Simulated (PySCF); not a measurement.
## ReO₄⁻: from structure and modes to constants

Computed with PBE in PySCF with Re def2-SVPD with ECP60, O def2-SVPD; scalar-relativistic core potentials, no spin–orbit coupling; density-fitted integrals.

The singlet minimum has Td symmetry. Masses (u): Re 186.95575, O 15.99492.

```xyz
5
charge -1 multiplicity 1, angstrom
Re    0.0000    0.0000    0.0000
O    -1.0139    1.0139   -1.0139
O     1.0139    1.0139    1.0139
O    -1.0139   -1.0139    1.0139
O     1.0139   -1.0139   -1.0139
```

Harmonic wavenumbers (cm⁻¹): 314.9 (t2, ×3), 321.6 (e, ×2), 890.4 (t2, ×3), 933.0 (a1, ×1).

What is the harmonic zero-point energy?

Half the sum of all 9 wavenumbers, 5192/2 = 2596 cm⁻¹, which is 31.1 kJ/mol (1 cm⁻¹ = 0.0119627 kJ/mol).

Find the vibrational entropy and heat capacity at 298.15 K.

With u = 1.43878 ω/T, each mode gives S = R[u/(eᵘ−1) − ln(1−e⁻ᵘ)] and C = R u² eᵘ/(eᵘ−1)².
| ω (cm⁻¹) | u | S (J/(mol K)) | C (J/(mol K)) |
| --- | --- | --- | --- |
| 314.9 (×3) | 1.520 | 5.59 | 6.88 |
| 321.6 (×2) | 1.552 | 5.45 | 6.83 |
| 890.4 (×3) | 4.297 | 0.61 | 2.15 |
| 933.0 | 4.502 | 0.51 | 1.91 |
The sums over all modes are S = 30.0 and C = 42.7 J/(mol K); the softest mode gives 19 % of the entropy (each member, where degenerate).

Stability towards spin polarisation was not tested. This need not be the most stable arrangement of these atoms. The lowest empty level of this anion is unbound, so it and the gap depend on the basis. No spin–orbit coupling is included, which matters more the heavier the element.
